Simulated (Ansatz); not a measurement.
Exact exchange and the electronic atomisation energy of CHF3O3S (triflic acid)

CHF3O3S has 9 atoms, charge 0, and is taken as a singlet. SMILES: `O=S(=O)(O)C(F)(F)F`. Geometry: relaxed at PBE0-D4/def2-TZVP. This is one conformer, not always the lowest.

The electronic atomisation energy y, in eV, basis 6-31G(d); a is the functional's share of exact exchange. Programs: Ansatz 0.2.0.

| functional | program | a | y (eV) |
| --- | --- | --- | --- |
| r2SCAN | Ansatz | 0 | 34.44 |
| BLYP | Ansatz | 0 | 34.14 |
| B3LYP | Ansatz | 0.2 | 33.07 |
| r2SCAN0 | Ansatz | 0.25 | ? |
| PBE0 | Ansatz | 0.25 | 33.79 |
| BHLYP | Ansatz | 0.5 | 30.06 |

Q: Fit y = c + s·a to the known rows and predict r2SCAN0.

A: 
1. Means of the 5 rows: a = 0.1900, y = 33.100.
2. Σ(Δa)² = 0.172, Σ(Δa·Δy) = -1.3535, so the slope is -1.3535/0.172 = -7.8692.
3. Intercept: 33.100 − (-7.8692) × 0.1900 = 34.595. The largest residual of the fit is 1.16.
4. r2SCAN0: 34.595 + (-7.8692) × 0.25 = 32.63 eV.

The run gave 32.41 eV, so the prediction is off by +0.22 eV, within the largest residual.
